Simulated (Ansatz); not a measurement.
The same molecule with X = B, Al, Ga. Ansatz, PBE0-D4/def2-TZVP geometries, multiplicity 1. Each molecule was computed in one conformer, which needn't be the lowest.

Scalar relativity is left out up to krypton.

```csv
X,molecule,mean X–C bond length / Å,mean X–H bond length / Å,mean X–O bond length / Å,HOMO energy (PBE/def2-TZVPP) / eV,size of the dipole moment (B3LYP/def2-TZVPP) / D,LUMO energy (ωB97M-V/def2-TZVPP) / eV
B,`N=CBO`,1.592,1.196,1.339,-6.48,2.45,0.33
Al,`N=[CH][AlH][OH]`,1.974,1.584,1.695,-5.37,2.95,0.18
```

Task: Give the row for X = Ga, `N=[CH][GaH][OH]`. (Estimate.)

Result: Computed: 
```
 X           molecule  mean X–C bond length / Å  mean X–H bond length / Å  mean X–O bond length / Å  HOMO energy (PBE/def2-TZVPP) / eV  size of the dipole moment (B3LYP/def2-TZVPP) / D  LUMO energy (ωB97M-V/def2-TZVPP) / eV
Ga  `N=[CH][GaH][OH]`                     1.995                     1.556                     1.788                              -5.73                                              0.54                                  -0.05
```

From B to Ga the mean X–C bond length rises at each step, by 0.403 Å in all; the mean X–H bond length isn't monotonic: highest at Al, lowest at B; the mean X–O bond length rises at each step, by 0.449 Å in all; the HOMO energy (PBE/def2-TZVPP) isn't monotonic: highest at Al, lowest at B; the LUMO energy (ωB97M-V/def2-TZVPP) falls at each step, by 0.38 eV in all. Dipoles are sizes alone, and their direction can turn along the series.

B3LYP here is the variant with VWN-RPA as its local correlation; programs differ in this.
